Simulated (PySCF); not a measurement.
## Tc: electron affinity

Tc⁻ [Kr] 4d6 5s2 (5D) → Tc [Kr] 4d5 5s2 (6S), as a difference of total energies. All numbers are calculated (PySCF 2.14, a scalar-relativistic core potential, in def2-TZVPPD with the def2 core potential (28 electrons) (6s4p3d2f1g, 56 functions)). Correlated levels: valence and next inner shell: nothing frozen outside the core potential. The calculations carry no spin-orbit coupling.

| method | electron affinity (eV) |
| --- | --- |
| UHF | -1.440 |
| MP2 (valence and next inner shell) | -0.299 |
| SCS-MP2 (valence and next inner shell) | -0.252 |
| CCSD (valence and next inner shell) | -0.274 |
| CCSD(T) (valence and next inner shell) | -0.153 |

A negative affinity means that the anion lies above the atom at that level of theory.
